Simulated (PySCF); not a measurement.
Potential energy of TbI along the bond

Set-up: Tb x2c-SVPall, I x2c-SVPall; spin-free X2C with a Gaussian nucleus (PySCF 2.14). Energies in eV from Tb (4f9 6s2) + I in their ground configurations at the same level. State: septet, about 8.4 electrons in the 4f shell (Mulliken), real f orbitals that mix terms.

All columns are PBE0. A positive dipole means Tb(−)I(+).

```csv
R (Å),E (eV),μ (D),Mulliken charge on Tb (basis-dependent),HOMO (eV),LUMO (eV),Mayer bond order,⟨S²⟩
2.432,-2.726,-1.86,0.02,-4.32,-1.75,1.69,12.01
2.545,-3.262,-2.21,0.10,-4.40,-1.95,1.56,12.02
2.658,-3.543,-2.66,0.17,-4.49,-2.13,1.44,12.02
2.743,-3.636,-3.06,0.21,-4.55,-2.25,1.36,12.02
2.828,-3.658,-3.49,0.25,-4.61,-2.35,1.29,12.01
2.913,-3.626,-3.94,0.29,-4.67,-2.45,1.23,12.01
3.026,-3.526,-4.58,0.34,-4.76,-2.56,1.16,12.01
3.167,-3.341,-5.40,0.38,-4.86,-2.70,1.08,12.01
3.337,-3.072,-6.40,0.42,-4.99,-2.85,1.01,12.01
3.563,-2.684,-7.73,0.47,-5.15,-3.05,0.93,12.01
```

A fit through these points gives, at Re = 2.815 Å, μ = -3.42 D and dμ/dR = -5.18 D/Å; the reduced mass is 70.56 u.

How strong is the fundamental in the double-harmonic approximation, I = 42.26·(dμ/dR)²/μred km/mol?

I = 42.26·(-5.18)²/70.56 = 16.1 km/mol at PBE0.

These are scalar-relativistic numbers at best; spin–orbit coupling would shift them, the dissociation energy most. With d or f electrons several states lie close, and the lowest PBE0 determinant need not be the measured ground state.
